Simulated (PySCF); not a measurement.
Gas-phase equilibrium of 1 mol SO2, 29 mol O2 at 1200 K and 1.00 bar, among 11 species (S2O, SO2, O2, O, S2, S6, O3, SO, S8, S, SO3). Only gases are allowed; each row takes one source of thermochemistry for all species, and Cantera finds the minimum.

Computed with PySCF (xtb for GFN2) and rigid-rotor harmonic-oscillator thermochemistry at 1 bar. † marks an energy on the PBE0/def2-TZVP geometry and frequencies; other levels use their own. Open shells (unrestricted) among the columns below: O2 (multiplicity 3), SO (multiplicity 3); the rest are closed-shell singlets. GFN2 has no spin-polarisation term. The harmonic model lacks anharmonicity and excited electronic states, which grow with temperature; levels with a mode under 35 cm⁻¹ are left out. Strong static correlation: O3.

Molecules larger than those listed are left out.

Mole fractions:

```tsv
thermochemistry	x O2	x O3	x SO3	x SO2	x SO
GFN2-xTB	0.0012	0.95	0.050	7.3e-5	<1e-12
PBE/def2-SVP	0.97	1.2e-10	1.8e-5	0.033	3.4e-7
PBE/def2-TZVP†	0.97	2.4e-10	0.0039	0.029	5.1e-10
PBE0/def2-TZVP	0.97	<1e-12	0.0069	0.027	1.8e-9
r2SCAN/def2-TZVP†	0.97	1.8e-12	0.011	0.023	1.3e-9
ωB97M-V/def2-TZVP†	0.97	<1e-12	0.0039	0.029	1.7e-10
```
The most sensitive of these is O3: it spans a factor of 10^12.0 over these rows; at this temperature one factor of ten is RT ln 10 = 23 kJ/mol.
